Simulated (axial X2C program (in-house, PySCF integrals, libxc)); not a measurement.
Low determinants of FeH⁺ at the PBE0 level, with spin–orbit coupling

Computed with an axial X2C code built on PySCF integrals. Two-component (2c) means X2C with spin–orbit coupling and atomic mean-field two-electron Coulomb and Gaunt terms. Basis: Fe dyall-cv3z [9s10p6d3f2g], H dyall-v3z [6s2p1d] (cores contracted in-house); Gaussian nuclei, density fitting, unrestricted open shells. Masses: Fe 55.935 u, H 1.008 u.

Search at 1.551 Å (vertical energies from the lowest determinant):

```
ΔE (eV)  state  electrons beyond evenly filled partner blocks  electrons in ±ω = 1/2, 3/2, 5/2, 7/2
   0.00  Ω = 3                               ω = 1/2, ω = 5/2                              19 6 1 0
   0.04  Ω = 4                               ω = 3/2, ω = 5/2                              18 7 1 0
   0.05  Ω = 1                              ω = -3/2, ω = 5/2                              18 7 1 0
   0.47  Ω = 2                              ω = -1/2, ω = 5/2                              19 6 1 0
   1.68  Ω = 0                2 × ω = -1/2, ω = -3/2, ω = 5/2                              18 7 1 0
   1.74  Ω = 2                 2 × ω = 1/2, ω = -3/2, ω = 5/2                              18 7 1 0
   2.03  Ω = 3                                    2 × ω = 3/2                              18 6 2 0
```

Lowest determinant, Ω = 3 (⟨Sz⟩ = 2.00, ⟨Lz⟩ = 1.00 at PBE0): Re = 1.550 Å, ωe = 1880.1 cm⁻¹.

The determinant in row 2 of the search, Ω = 4 (⟨Sz⟩ = 2.00, ⟨Lz⟩ = 2.00 at PBE0), was followed along the bond at PBE0; measured from the minimum of the lowest determinant it gives:

Te = 0.038 eV (304 cm⁻¹), Re = 1.566 Å, ωe = 1900.6 cm⁻¹.

(1) Compare the bond of the determinant in row 2 with that of the lowest one.

The search compares states at one distance, so a state with another bond length can lie lower; it is not exhaustive and yields mostly the lowest determinant of each block pattern, so other components and higher states of one pattern are missing. These are energies of single determinants, not of spin-adapted states; PBE0 term energies can be off by some tenths of an eV, and the functional has no current term. Open-shell Ω = 0 determinants with evenly filled partner blocks cannot be reached by this program, so the Ω shown need not be the lowest component. The lowest determinant need not be the ground state where others lie within half an eV.

Results:

(1) At PBE0 its Re is 0.016 Å longer and its force constant, which goes as ωe², is 1.02 times that of the lowest determinant. T0 ≈ Te + Δωe/2 = 304 + (10) = 314 cm⁻¹.
